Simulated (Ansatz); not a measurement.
The cluster B₂Sb, relaxed as a doublet with UKS r2SCAN-D4/def2-TZVP in Ansatz, starting from the GFN2-xTB geometry. Force threshold 0.02 eV/Å.

In the def2 sets Sb takes a core potential; there is no spin–orbit coupling. The charge 0 doublet is spin-contaminated (final ⟨S²⟩ up to 1.63, 0.75 for a pure state). Another isomer (doublet) lies 0.32 eV lower at PBE0-D4/def2-TZVP; other spin states weren't run for this one.

Start:

```csv
atom,x (Å),y (Å),z (Å)
B1,0.5872,1.2821,0.7673
B2,0.1974,0.1851,-0.0995
Sb3,-0.7846,-1.4672,-0.6678
```

| step | energy (eV) | largest force component (eV/Å) | SCF passes |
| --- | --- | --- | --- |
| 1 | -7887.1196 | 2.194 | 27 |
| 2 | -7887.2497 | 0.649 | 26 |
| 3 | -7887.2739 | 0.120 | 26 |
| 4 | -7887.2889 | 0.010 | 30 |
| 5 | -7887.2890 | 0.015 | 26 |

Force components are those of the run's own axes.

End:

| atom | x (Å) | y (Å) | z (Å) |
| --- | --- | --- | --- |
| B1 | 0.6997 | 1.3851 | 0.7069 |
| B2 | 0.0622 | 0.1309 | 0.0741 |
| Sb3 | -0.7619 | -1.5160 | -0.7810 |

By distances, no bond broke or formed. The bond that changes most is B1–B2, from 1.45 to 1.54 Å (atoms count from 1).

The force fell under the threshold at step 4, but the optimiser went on. No frequencies were taken in this run, so the end may be a saddle point.

Hardware: 2 threads of Intel Xeon 6975P-C on a shared host. Wall time 7.5 s.
